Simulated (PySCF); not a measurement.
**Ionisation energy along the 15-electron series**

Calculated with PySCF 2.14 and a two-component X2C-1e Hamiltonian (Gaussian nucleus, no Breit or QED terms), each ion in its own even-tempered basis scaled to its charge; GMP2 freezes 1s2 and drops the highest virtual spinors. Values in eV. NIST values: (m) measured, (s) semi-empirical, (t) theoretical.

```tsv
ion	configuration	GHF (spin-free)	GMP2 (spin-free)	GHF (screened spin-orbit)	GMP2 (screened spin-orbit)	NIST
Kr²¹⁺	[Ne] 3s2 3p3	944.07	944.51	937.40	937.11	945 ± 3 (s)
Sr²³⁺	[Ne] 3s2 3p3	1104.6	1105.1	1095.7	1095.6	1105 ± 4 (s)
```

Problem. Fill in the row of Rb²²⁺.

Solution. configuration: [Ne] 3s2 3p3; GHF (spin-free): 1022.8; GMP2 (spin-free): 1023.2; GHF (screened spin-orbit): 1015.0; GMP2 (screened spin-orbit): 1014.8; NIST: 1024 ± 4 (s).
